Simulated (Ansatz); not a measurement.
Consider the hydrogenolysis of a C–C bond: `C[C]1=[C](F)[SnH2]1` + H₂ → `F[C]1=[CH][SnH2]1` + CH₄.

Program: Ansatz. Geometries: PBE0-D4/def2-TZVP. ΔE: electronic, gas phase. CCSD(T)/CBS adds triple-zeta CCSD(T) − MP2 to the extrapolated MP2 energy (def2 sets, frozen cores). This one scheme is used for every species. DFT in def2-TZVPP. Elements past krypton have def2 core potentials. For Sn outer-core shells are correlated without core-valence functions, which leaves a few kJ/mol of doubt a bond.

```csv
level,ΔE (kcal/mol)
r2SCAN-D4,-12.1
CCSD(T)/def2-TZVPP,-12.6
```

(1) What does CCSD(T)/CBS give? (An estimate is asked.)

Largest T1 diagnostic among the species: 0.016.

Answers

(1) Ansatz gave: -12.3 kcal/mol. The listed levels differ from it by 0.2, -0.3 kcal/mol.

From PBE to PBE0 (25 % exact exchange), in def2-TZVPP and without D4, ΔE moves by −0.8 kcal/mol. The D4 term adds +2.0 kcal/mol with B3LYP and +1.1 kcal/mol with PBE0; it sums over pairs of atoms, weighted by their polarisabilities, and B3LYP, whose exchange is more repulsive, gets the larger term.

B3LYP here is the variant with VWN-RPA as its local correlation; programs differ in this.
